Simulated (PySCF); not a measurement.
PySCF input for C₃H₂F₃, SMILES F/C=C/[C](F)F, multiplicity 2, SMD-PBE0/6-31G*. Geometry optimised at PBE0-D3(BJ)/def2-SVP. The isomer is the one that the SMILES or the coordinates give; other isomers of the formula were not compared. Other conformers were not sampled.

```python
import numpy as np
from pyscf import gto, scf, dft
from pyscf.solvent import smd

mol = gto.M(
    atom='''
    F    -0.19640443    2.63926849    0.00000000
    C     0.33865343    1.42358376    0.00000000
    C    -0.49313516    0.31528911    0.00000000
    C    -0.05898385   -0.98189739    0.00000000
    F    -0.85294080   -2.02358528    0.00000000
    F     1.20768667   -1.32905455    0.00000000
    H     1.42968259    1.40711365    0.00000000
    H    -1.57396206    0.47137557    0.00000000
    ''',
    basis='6-31G*',
    charge=0,
    spin=1,
    max_memory=1600,
    verbose=3,
)
mf = dft.UKS(mol, xc='pbe0').density_fit(auxbasis='def2-universal-jkfit')
mf.grids.level = 3
mf.conv_tol = 1e-9
mf.max_cycle = 100
mf.kernel()
fine, coarse = mf.grids, dft.Grids(mol).set(level=1).build(with_non0tab=True)
for _ in range(3):  # follow internal instabilities
    mf.grids = coarse
    mo, _, stable, _ = mf.stability(return_status=True, nroots=4)
    mf.grids = fine
    if stable:
        break
    mf.kernel(mf.make_rdm1(mo, mf.mo_occ))
res = {}
for name in ['water', 'ethylethanoate', 'tetrahydrofuran']:
    s = mf.SMD()
    s.with_solvent.solvent, s.with_solvent.sasa_ng = name, 302
    s.kernel(mf.make_rdm1())
    res[name] = (s.e_tot, s.with_solvent.get_cds(), s.dip_moment(), s.mo_energy, s.converged)
    print(f'SMD {name}: dG(solv) = {(s.e_tot - mf.e_tot) * 627.509474:.3f} kcal/mol, of which CDS {res[name][1] * 627.509474:.3f}')
```

Program output:

```

WARN: HOMO -0.127028175548386 >= LUMO -0.127028175548385

converged SCF energy = -414.537762971852  <S^2> = 0.78401137  2S+1 = 2.033727
<class 'pyscf.df.df_jk.DFUKS'> wavefunction is stable in the internal stability analysis
converged SCF energy = -414.534016055872  <S^2> = 0.7841241  2S+1 = 2.0338378
Dipole moment(X, Y, Z, Debye):  0.09238, -0.12145, -0.00000
SMD water: dG(solv) = 2.351 kcal/mol, of which CDS 5.073
converged SCF energy = -414.539004238367  <S^2> = 0.78412638  2S+1 = 2.0338401
Dipole moment(X, Y, Z, Debye):  0.08965, -0.11874,  0.00000
SMD ethylethanoate: dG(solv) = -0.779 kcal/mol, of which CDS 1.326
converged SCF energy = -414.538754375725  <S^2> = 0.78412734  2S+1 = 2.033841
Dipole moment(X, Y, Z, Debye):  0.09011, -0.11919,  0.00000
SMD tetrahydrofuran: dG(solv) = -0.622 kcal/mol, of which CDS 1.603
```

The calculation finished and met its thresholds.

Cost: about 90 core-seconds (a rough figure).
